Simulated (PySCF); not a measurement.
AlAsH4. Atoms are numbered in the order given.

```xyz
6

Al    -1.6696     0.0085     0.0000
As     0.7568    -0.0614     0.0000
H      0.8210     0.9798     1.1084
H      0.8210     0.9798    -1.1084
H     -2.4561    -0.0223    -1.3776
H     -2.4561    -0.0223     1.3776
```

Geometry optimised at PBE0-D3(BJ)/def2-TZVP.

Method: C-PCM-M06-2X/def2-SVP run with PySCF.

The values are the electrostatic part of the solvation free energy, E(continuum) − E(gas) at the gas-phase geometry, in a cavity of scaled van der Waals radii (PySCF's table); cavitation and dispersion terms are not included. A continuum can't describe solvent molecules that bind to the metal. In vacuum the orbital gap is 7.01 eV. The dipole moment in vacuum is 0.74 D.

**Question.** Estimate the values in water (ε = 78.36), ethanol (ε = 24.85), N,N-dimethylformamide (ε = 37.22). (An estimate is asked for; the answer gives what the named calculation found.)

**Answer.** 
```
solvent                    ε  ΔG(elec) (kcal/mol)  dipole (D)  gap (eV)
---------------------  -----  -------------------  ----------  --------
water                  78.36                 -4.4        1.17      7.40
ethanol                24.85                 -4.2        1.15      7.38
N,N-dimethylformamide  37.22                 -4.3        1.16      7.39
```
